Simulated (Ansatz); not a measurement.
Sr4⁻, relaxed as a doublet with UKS r2SCAN/def2-TZVPD in Ansatz, starting from the GFN1-xTB geometry. Force threshold 0.02 eV/Å.

In the def2 sets Sr takes a core potential; there is no spin–orbit coupling. The charge -1 doublet is spin-contaminated (final ⟨S²⟩ up to 1.16, 0.75 for a pure state). The highest occupied level of the charge -1 doublet lies above zero (up to 0.14 eV). Its loss leaves the charge 0 singlet, which lies 1.04 eV higher (vertical, at r2SCAN/def2-TZVPD), but this difference is unsure: the singlet is doubtful (geometry relaxed on an unsound state). The relaxation made no stability test and no search for a lower SCF solution. The structure comes from a short search, and lower isomers may exist.

Start:

```tsv
atom	x (Å)	y (Å)	z (Å)
Sr1	1.258	-2.480	-1.011
Sr2	-2.517	0.685	1.401
Sr3	1.703	0.611	1.987
Sr4	-0.443	1.183	-2.378
```

```json
{"step": "1", "energy (eV)": "-3343.0177", "largest force component (eV/Å)": "0.263", "SCF passes": "61"}
{"step": "2", "energy (eV)": "-3343.1128", "largest force component (eV/Å)": "0.275", "SCF passes": "44"}
{"step": "3", "energy (eV)": "-3343.1927", "largest force component (eV/Å)": "0.274", "SCF passes": "43"}
{"step": "4", "energy (eV)": "-3343.3497", "largest force component (eV/Å)": "0.182", "SCF passes": "45"}
{"step": "5", "energy (eV)": "-3343.4422", "largest force component (eV/Å)": "0.111", "SCF passes": "43"}
{"step": "6", "energy (eV)": "-3343.4715", "largest force component (eV/Å)": "0.058", "SCF passes": "50"}
{"step": "7", "energy (eV)": "-3343.4740", "largest force component (eV/Å)": "0.004", "SCF passes": "45"}
```

Force components are those of the run's own axes.

End:

Cartesian coordinates in Å:
```
Sr 0.5978 -2.3624 -0.6293
Sr -2.2464 0.0134 1.1352
Sr 1.7417 0.9221 1.5654
Sr -0.0931 1.4269 -2.0712
```

Bonds formed: Sr1–Sr2 (atoms count from 1). Metal–metal contacts that move far: Sr3–Sr4 4.90 to 4.10 Å.

No frequencies were taken in this run, so the end may be a saddle point.

It took 41 s on 4 threads of Arm Neoverse V2 on a shared host.
